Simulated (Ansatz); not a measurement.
`NB(F)[SeH]` + HBr → `NB(F)Br` + H₂Se at 600 K and 1 bar (ligand exchange at a B–Se bond).

Program: Ansatz. Geometries: PBE0-D4/def2-TZVP. ΔE: electronic, gas phase. CBS: MP2 limit from def2 TZ/QZ plus the TZ coupled-cluster correction, frozen cores. For Br, Se outer-core shells are correlated without core-valence functions, which leaves a few kJ/mol of doubt a bond. Scalar relativity is left out up to krypton. Each species was taken in one conformer, which may not be the lowest.

| species | CCSD(T)/CBS energy (Eh) | H − E (kJ/mol) | S (J/(mol·K)) |
| --- | --- | --- | --- |
| `NB(F)[SeH]` | -2581.93092 | 157.1 | 381.3 |
| HBr | -2573.91920 | 33.5 | 219.1 |
| `NB(F)Br` | -2753.96125 | 131.5 | 358.1 |
| H₂Se | -2401.89790 | 57.0 | 244.8 |

H − E and S are ideal-gas, rigid-rotor, harmonic terms from PBE0-D4/def2-TZVP, for one conformer and one mirror image of each species. 1 Eh = 2625.50 kJ/mol, R = 8.31446 J/(mol·K).

Question: By hand: ΔE, ΔH, ΔS and ΔG.

Answer: ΔE = (-2753.96125) + (-2401.89790) − (-2581.93092) − (-2573.91920) = -0.00903 Eh = -23.7 kJ/mol. Δ(H − E) = 131.5 + 57.0 − 157.1 − 33.5 = -2.1, so ΔH = -25.8 kJ/mol. ΔS = 358.1 + 244.8 − 381.3 − 219.1 = 2.5 J/(mol·K). ΔG = -25.8 − 600 × (2.5)/1000 = -27.3 kJ/mol.

Question: By hand: the equilibrium constant, and the temperature at which ΔG would vanish if ΔH and ΔS stayed fixed.

Answer: log₁₀ K = −ΔG/(RT ln 10) = 2.4. ΔH and −TΔS have one sign here, so there is no such temperature.

The number of gas molecules stays the same, so ΔS is small and ΔH decides. A doubt of 5 kJ/mol in ΔE shifts log₁₀ K by 0.4 here. Other conformers and mirror images would add mixing entropy, several J/(mol·K) or more a flexible species. These are equilibria of isolated gas molecules and say nothing of rates. Largest T1 diagnostic: 0.011 (customary marks: 0.02 for closed shells, 0.045 for open ones).

ΔS is within the doubt of such terms, so its sign, and with it that verdict, could turn.
